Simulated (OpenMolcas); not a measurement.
# A ladder of methods for CH2FNOSi (SMILES O=C=N[SiH2]F)

CH2FNOSi: 7 atoms, total charge 0, spin state singlet. SMILES: `O=C=N[SiH2]F`. Geometry: relaxed at PBE0-D4/def2-TZVP. This is one conformer, not always the lowest.

```xyz
7

O    -0.5738   -2.9080   -0.5520
C    -0.3069   -1.8169   -0.2561
N    -0.0190   -0.7062    0.0761
Si    0.2121    0.9683    0.1889
F    -0.4202    1.6710   -1.0910
H    -0.4903    1.4703    1.3848
H     1.6593    1.2536    0.2037
```

Quantity: the HOMO–LUMO gap, in eV. The values are calculated.

| level | kind | program | value (eV) | CPU time |
| --- | --- | --- | --- | --- |
| HF/cc-pVDZ | Hartree–Fock | OpenMolcas | 15.89 | 11 s |
| SVWN5/cc-pVDZ | LDA | OpenMolcas | 6.25 | 30 s |
| BLYP/cc-pVDZ | GGA | OpenMolcas | 6.39 | 41 s |
| PBE/cc-pVDZ | GGA | OpenMolcas | 6.38 | 41 s |
| revPBE/cc-pVDZ | GGA | OpenMolcas | 6.44 | 41 s |
| TPSS/cc-pVDZ | meta-GGA | OpenMolcas | 6.67 | 58 s |
| r2SCAN/cc-pVDZ | meta-GGA | OpenMolcas | 7.10 | 51 s |
| B3LYP/cc-pVDZ | global hybrid | OpenMolcas | 8.28 | 43 s |

The values span 6.25 to 15.89 eV. Orbital gaps aren't excitation energies; they tend to grow with the share of exact exchange. CPU times are rough (shared hosts, several kinds of processor): they show what a rung costs within a factor of a few.
